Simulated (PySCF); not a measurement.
## Excitation energy of Mo⁺ by level of theory

Mo⁺ [Kr] 4d5 (6S) → Mo⁺ [Kr] 4d4 5s1 (6D), as a difference of total energies. Computed with PySCF 2.14 in aug-cc-pVTZ-PP with ECP28MDF (6s6p5d3f2g, 88 functions), with scalar relativity through the core potential. Correlated levels: valence: 4s2 4p6 frozen. The calculations carry no spin-orbit coupling.

| method | excitation energy (eV) |
| --- | --- |
| UHF | 1.423 |
| LDA | 1.338 |
| PBE | 1.391 |
| PBE0 | 1.527 |
| r2SCAN | 1.311 |
| MN15 | 1.480 |
| BHandHLYP | 1.500 |
| TPSS | 1.367 |
| BLYP | 1.246 |
| MP2 (valence) | 1.613 |
| SCS-MP2 (valence) | 1.487 |

Errors of the correlated levels include the incompleteness of this basis and the frozen core.

Problem. Which method comes closest to the reference value, and which is furthest?

Solution. The reference is 1.587 eV (measured; NIST levels, between the centres of gravity of the two terms). Closest: MP2 (valence) (error 0.026 eV); furthest: BLYP (error -0.341 eV).
